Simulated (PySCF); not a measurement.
## Working out the ionisation energy of P⁺

P⁺ [Ne] 3s2 3p2 (3P) → P²⁺ [Ne] 3s2 3p1 (2P). All numbers are calculated (PySCF 2.14, the spin-free X2C one-electron Hamiltonian (Gaussian nucleus), in x2c-QZVPPall with one added diffuse shell each of s, p, d, f type (10s7p5d3f1g, 86 functions)). Frozen: [Ne]. Energies in hartree (1 hartree = 27.21139 eV):

```json
{"part": "UHF", "P⁺ (lower)": "-341.173436", "P²⁺ (upper)": "-340.469442"}
{"part": "CCSD correlation", "P⁺ (lower)": "-0.085531", "P²⁺ (upper)": "-0.066647"}
{"part": "(T)", "P⁺ (lower)": "-0.002658", "P²⁺ (upper)": "-0.001150"}
```

What does Hartree-Fock give?

(-340.469442) − (-341.173436) = 0.703994 hartree = 19.157 eV.

What do CCSD and CCSD(T) give?

The CCSD correlation energies differ by 0.018884 hartree = 0.514 eV and the triples by 0.001508 hartree = 0.041 eV, so CCSD gives 19.671 eV and CCSD(T) 19.712 eV.

Reference: 19.769 eV (semi-empirical (NIST evaluation); NIST Atomic Spectra Database, ionization energies), between the lowest levels; spin-orbit coupling is absent from the calculation.

What remains against the reference includes basis incompleteness, the frozen core and higher excitations.
